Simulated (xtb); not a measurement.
The xtb input:
```
$ xtb mol.xyz --gfn 1 --chrg 1 --uhf 1 --json

# file mol.xyz
2

Ge    -0.00000000    -0.00000000    -0.31515709
O      0.00000000     0.00000000     1.26062837
```

Question: What does this run give for the total energy, partial charges in atom order?

Answer: 
| Property | Value |
|---|---|
| total energy | -5.730661 Ha |
| partial charges in atom order | Ge1 1.12, O2 -0.12 |
